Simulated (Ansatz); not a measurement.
Coupled-cluster diagnostics for Cs₃H₃⁺, Ansatz.

Geometry of the doublet (PBE0-D4/def2-TZVP):

```xyz
6

Cs   -2.2698   -0.3267    1.4485
Cs    2.2185    0.2721   -1.5383
Cs    1.3441    2.3304    2.4909
H     0.2130    0.3978    0.4000
H    -0.6208   -1.0856   -1.1513
H    -0.8850   -1.5879   -1.6497
```

In the def2 sets Cs takes a core potential; there is no spin–orbit coupling. Correlated methods freeze no core orbitals; core or outer-core shells of Cs are correlated, in sets that lack core-valence functions. In the doublet, H5 and H6 lie 0.76 Å apart (atoms count from 1), so H2 has formed as a molecule. Another isomer (doublet) lies 0.08 eV lower at PBE0-D4/def2-TZVP; other spin states weren't run for this one.

Task: Estimate the CCSD(T) correlation energy, the shares of MP2 and (T), T1 and the reference's ⟨S²⟩ for: charge 1, doublet, own geometry in def2-TZVPP; and the rough time on 4 threads of Arm Neoverse N1 on a shared host.

Result: 
```csv
state,basis,correlation (eV),MP2 share (%),(T) share (%),T1,⟨S²⟩ (pure),wall time
"charge 1, doublet, own geometry",def2-TZVPP,-14.750,87.7,2.5,0.011,0.75 (0.75),2.7 min
```
Customary marks for T1 are 0.02 (closed shells), 0.045 (open shells) and about 0.05 (3d metals). T1 stays under 0.02 throughout.
